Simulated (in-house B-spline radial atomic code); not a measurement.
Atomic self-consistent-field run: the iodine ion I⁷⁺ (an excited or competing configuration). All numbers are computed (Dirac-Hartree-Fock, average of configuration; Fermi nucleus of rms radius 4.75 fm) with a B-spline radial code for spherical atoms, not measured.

Command:
```bash
python run_scf.py task.json out
```
Settings (nuclear radius in fm, mass in u):
```
Z                53
configuration    1s2 2s2 2p6 3s2 3p6 3d10 4s2 4p6 4d10
hamiltonian      dirac
method           hf
spin_polarised   False
nucleus          fermi
rms_radius       4.75
atomic_mass      126.90447
speed_of_light   137.035999084
```

Output (hartree, bohr):
```
 radial grid: 66 intervals, B-splines of order 8, outer radius 13.5065 bohr

 iter        energy (Eh)    residual
    1       -7079.595053    1.16e+00
    2       -7099.922969    5.07e-01
    3       -7104.168893    1.67e-01
    4       -7104.567616    5.59e-02
    5       -7104.602091    1.80e-02
    6       -7104.608472    1.51e-03
    7       -7104.608491    7.26e-05
    8       -7104.608491    5.31e-06
    9       -7104.608491    5.64e-07
   10       -7104.608491    5.66e-08

 total energy                     -7104.60849
 kinetic                            7530.6786
 electron-nucleus                 -17112.4297
 electron-electron                  2477.1425

 first-order corrections (not in the total)
   Gaunt                             6.0280
   retardation                      -0.6209
   frequency dependence             -0.0585
   self-energy                       4.1046
   Uehling                          -0.5604
   Wichmann-Kroll                    0.0128
   recoil                            0.0207

 orbital      occ     eigenvalue          <r>       <r^2>       <1/r>     <1/r^3>       <r^4>       r_max    small
 1s1/2      2.000     -1229.4397    0.0272174  0.00100433     56.8362           - 2.64443e-06     0.01754  3.81e-02
 2s1/2      2.000      -196.4257     0.116594   0.0160964     13.2862           - 0.000448436     0.09913  8.18e-03
 2p1/2      2.000      -183.9936    0.0985638    0.011955     13.2297           - 0.000288885     0.07622  8.16e-03
 2p3/2      4.000      -172.9708     0.104202   0.0132336     12.2088     5216.78 0.000346264     0.08097  7.75e-03
 3s1/2      2.000       -43.8905     0.312225    0.111535      4.7544           -   0.0189357       0.285  2.44e-03
 3p1/2      2.000       -38.7132      0.30297    0.106645     4.65502           -   0.0181474       0.272  2.37e-03
 3p3/2      4.000       -36.5821     0.314155     0.11447     4.40696     1013.26    0.020832      0.2824  2.26e-03
 3d3/2      4.000       -27.5709     0.285402   0.0963291     4.24922     161.163    0.016893      0.2299  2.13e-03
 3d5/2      6.000       -27.1293     0.288968   0.0986084     4.18503     149.229   0.0176375      0.2329  2.10e-03
 4s1/2      2.000       -11.0538     0.740249    0.617571     1.88253           -    0.556615      0.6808  6.70e-04
 4p1/2      2.000        -9.1694      0.77122    0.675324     1.77761           -    0.683854      0.6991  6.14e-04
 4p3/2      4.000        -8.7474      0.79601    0.719043     1.70454     190.849    0.773944      0.7218  5.85e-04
 4d3/2      4.000        -5.6247     0.888662    0.912927     1.47679     23.9699     1.34637      0.7689  4.58e-04
 4d5/2      6.000        -5.5558     0.898724    0.933369     1.45688     22.0008       1.406      0.7775  4.49e-04
```

Time taken, with all properties: 1 s on 1 thread of Arm Neoverse V1, with other jobs on the host.

For the Dirac Hamiltonian the kinetic term is c α·p + (β - 1)c².
